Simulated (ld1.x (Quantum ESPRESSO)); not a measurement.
## An all-electron radial function and its pseudo partner (Tc (Z = 43))

Columns: radius, all-electron u(r) and pseudo u(r) of the 4p shell (level -45.39 eV) of technetium in the configuration [Ar] 3d10 4s2 4p6 4d5 5s2 5p0; PW91, scalar-relativistic, TM scheme, ld1.x (Quantum ESPRESSO) 7.5.

| r (bohr) | all-electron | pseudo |
| --- | --- | --- |
| 0.103 | 0.3002 | 0.0199 |
| 0.205 | -0.3005 | 0.0780 |
| 0.308 | -0.5566 | 0.1736 |
| 0.410 | -0.3580 | 0.3010 |
| 0.513 | 0.0321 | 0.4557 |
| 0.615 | 0.4178 | 0.6229 |
| 0.718 | 0.7220 | 0.7876 |
| 0.820 | 0.9198 | 0.9241 |
| 0.923 | 1.0238 | 1.0142 |
| 1.025 | 1.0523 | 1.0465 |
| 1.128 | 1.0273 | 1.0259 |
| 1.230 | 0.9683 | 0.9682 |
| 1.332 | 0.8899 | 0.8899 |
| 1.435 | 0.8017 | 0.8017 |
| 1.538 | 0.7119 | 0.7119 |
| 1.640 | 0.6259 | 0.6259 |
| 1.743 | 0.5448 | 0.5448 |
| 1.845 | 0.4715 | 0.4715 |
| 1.948 | 0.4053 | 0.4053 |
| 2.050 | 0.3473 | 0.3473 |
| 2.153 | 0.2961 | 0.2961 |
| 2.255 | 0.2520 | 0.2520 |
| 2.358 | 0.2136 | 0.2136 |
| 2.460 | 0.1810 | 0.1810 |
| 2.562 | 0.1530 | 0.1530 |
| 2.665 | 0.1290 | 0.1290 |

**Question.** How many radial nodes do the two functions have?

**Answer.** The all-electron 4p function has n − l − 1 = 2; the pseudo-wave has 0, since the states of the same l below it are removed with the core.

**Question.** At about which radius was the pseudo-wave matched?

**Answer.** 1.35 bohr. The columns agree to 0.0005 from 1.23 bohr on; several derivatives are matched, so the curves merge somewhat inside the radius.

**Question.** Is the pseudo-wave norm-conserving?

**Answer.** Yes: the TM scheme keeps the norm inside the radius equal to the all-electron one, which fixes the energy derivative of the logarithmic derivative at the level.
